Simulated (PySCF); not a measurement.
Compound: WS2(OMe)2, C2H6O2S2W (singlet state).
Structure used (PBE0-D3(BJ)/def2-SVP), in Å, numbered top down from 1:
```xyz
13
C2H6O2S2W angstrom
W      0.4605    0.0094    0.3776
S      0.5309    0.1343    2.5120
S      2.4725   -0.0331   -0.3394
O     -0.3925    1.5070   -0.2958
C     -0.3789    2.9059   -0.2994
H     -0.4675    3.2920    0.7292
H     -1.2299    3.2666   -0.8966
H      0.5590    3.2762   -0.7449
O     -0.4010   -1.5441   -0.1401
C     -0.2974   -2.9376   -0.2052
H      0.6639   -3.2309   -0.6585
H     -1.1219   -3.3259   -0.8219
H     -0.3670   -3.3719    0.8054
```

Method: PBE0-D3(BJ)/def2-SVP geometry optimisation, gas phase, def2 core potentials past Kr (PySCF).

Take the most abundant isotopes and a rigid rotor. The values belong to one conformer.

(1) Give the principal moments of inertia and the rotational constants in MHz.

(2) What kind of rotor is it?

(3) What does the inertial defect say?

(4) Give the other two planar moments, Paa and Pbb, and the rms extents of the mass along the axes.

(5) Where do the levels up to J = 4 lie, in MHz?

(6) Which types of transition are allowed, and where do some lines up to J = 5 fall?

## Answers

(1) Ia = 363.32, Ib = 515.06, Ic = 539.70 u·Å²; 505379 MHz·u·Å²/I gives A = 1391, B = 981.2, C = 936.4 MHz.

(2) An asymmetric top. Ray's parameter κ = (2B − A − C)/(A − C) = -0.803; −1 is the prolate and +1 the oblate limit.

(3) Not planar: Δ = Ic − Ia − Ib = -338.67 u·Å². For a rigid frame Δ = −2 Σ m c², so Σ m c² = 169.34 u·Å² lies off the ab plane: 9.91 from hydrogen and 159.42 from heavier atoms. The atom farthest from that plane is 2.09 Å away.

(4) Paa = Σ m a² = (Ib + Ic − Ia)/2 = 345.72 and Pbb = Σ m b² = (Ia + Ic − Ib)/2 = 193.98 u·Å². With the mass M = 309.93 u, the rms extents √(P/M) along a, b and c are 1.06, 0.79, 0.74 Å.

(5) Above 0(0,0):
J = 1: 1(0,1) 1918, 1(1,1) 2327, 1(1,0) 2372
J = 2: 2(0,2) 5749, 2(1,2) 6118, 2(1,1) 6252, 2(2,1) 7482, 2(2,0) 7485
J = 3: 3(0,3) 11488, 3(1,3) 11801, 3(1,2) 12070, 3(2,2) 13234, 3(2,1) 13252, 3(3,1) 15398, 3(3,0) 15398
J = 4: 4(0,4) 19125, 4(1,4) 19376, 4(1,3) 19823, 4(2,3) 20902, 4(2,2) 20953, 4(3,2) 23075, 4(3,1) 23076, 4(4,1) 26094, 4(4,0) 26094
Those of J = 1 are B + C, A + C and A + B.

(6) The dipole components are |μa| = 0.07 D, |μb| = 0.54 D, |μc| = 2.88 D. Intensities carry the squares of the components, which stand as 0.00 : 0.04 : 1.00 (a : b : c). Some lines, for components of 0.1 D or more:

```json
{"type": "b", "branch": "Q", "J(Ka,Kc)": "1(1,0) ← 1(0,1)", "MHz": "455", "lower level (cm⁻¹)": "0.064"}
{"type": "b", "branch": "Q", "J(Ka,Kc)": "2(1,1) ← 2(0,2)", "MHz": "503", "lower level (cm⁻¹)": "0.192"}
{"type": "b", "branch": "Q", "J(Ka,Kc)": "4(1,3) ← 4(0,4)", "MHz": "697", "lower level (cm⁻¹)": "0.638"}
{"type": "c", "branch": "Q", "J(Ka,Kc)": "4(2,3) ← 4(1,3)", "MHz": "1080", "lower level (cm⁻¹)": "0.661"}
{"type": "c", "branch": "Q", "J(Ka,Kc)": "2(2,1) ← 2(1,1)", "MHz": "1229", "lower level (cm⁻¹)": "0.209"}
{"type": "b", "branch": "Q", "J(Ka,Kc)": "2(2,0) ← 2(1,1)", "MHz": "1233", "lower level (cm⁻¹)": "0.209"}
{"type": "c", "branch": "Q", "J(Ka,Kc)": "3(3,1) ← 3(2,1)", "MHz": "2146", "lower level (cm⁻¹)": "0.442"}
{"type": "b", "branch": "Q", "J(Ka,Kc)": "3(3,0) ← 3(2,1)", "MHz": "2146", "lower level (cm⁻¹)": "0.442"}
{"type": "b", "branch": "Q", "J(Ka,Kc)": "4(3,2) ← 4(2,3)", "MHz": "2172", "lower level (cm⁻¹)": "0.697"}
{"type": "b", "branch": "Q", "J(Ka,Kc)": "5(4,1) ← 5(3,2)", "MHz": "3012", "lower level (cm⁻¹)": "1.090"}
{"type": "b", "branch": "Q", "J(Ka,Kc)": "5(4,2) ← 5(3,3)", "MHz": "3017", "lower level (cm⁻¹)": "1.090"}
{"type": "c", "branch": "R", "J(Ka,Kc)": "2(1,1) ← 1(0,1)", "MHz": "4335", "lower level (cm⁻¹)": "0.064"}
{"type": "b", "branch": "R", "J(Ka,Kc)": "3(0,3) ← 2(1,2)", "MHz": "5371", "lower level (cm⁻¹)": "0.204"}
{"type": "b", "branch": "R", "J(Ka,Kc)": "3(1,3) ← 2(0,2)", "MHz": "6052", "lower level (cm⁻¹)": "0.192"}
{"type": "b", "branch": "R", "J(Ka,Kc)": "5(3,2) ← 4(4,1)", "MHz": "6583", "lower level (cm⁻¹)": "0.870"}
{"type": "b", "branch": "R", "J(Ka,Kc)": "4(1,3) ← 3(2,2)", "MHz": "6588", "lower level (cm⁻¹)": "0.441"}
{"type": "c", "branch": "R", "J(Ka,Kc)": "3(2,2) ← 2(1,2)", "MHz": "7117", "lower level (cm⁻¹)": "0.204"}
{"type": "b", "branch": "R", "J(Ka,Kc)": "5(2,3) ← 4(3,2)", "MHz": "7523", "lower level (cm⁻¹)": "0.770"}
{"type": "c", "branch": "R", "J(Ka,Kc)": "3(3,0) ← 2(2,0)", "MHz": "7913", "lower level (cm⁻¹)": "0.250"}
{"type": "b", "branch": "R", "J(Ka,Kc)": "5(1,4) ← 4(2,3)", "MHz": "8603", "lower level (cm⁻¹)": "0.697"}
{"type": "c", "branch": "R", "J(Ka,Kc)": "5(2,4) ← 4(1,4)", "MHz": "11107", "lower level (cm⁻¹)": "0.646"}
{"type": "b", "branch": "R", "J(Ka,Kc)": "5(2,3) ← 4(1,4)", "MHz": "11222", "lower level (cm⁻¹)": "0.646"}
```

Whether it is a minimum is left open (no frequencies). These are rigid-rotor constants of the computed structure; measured ground-state constants (B0) also hold zero-point vibration. A rigid rotor knows nothing of internal rotation, which can split or shift real lines.
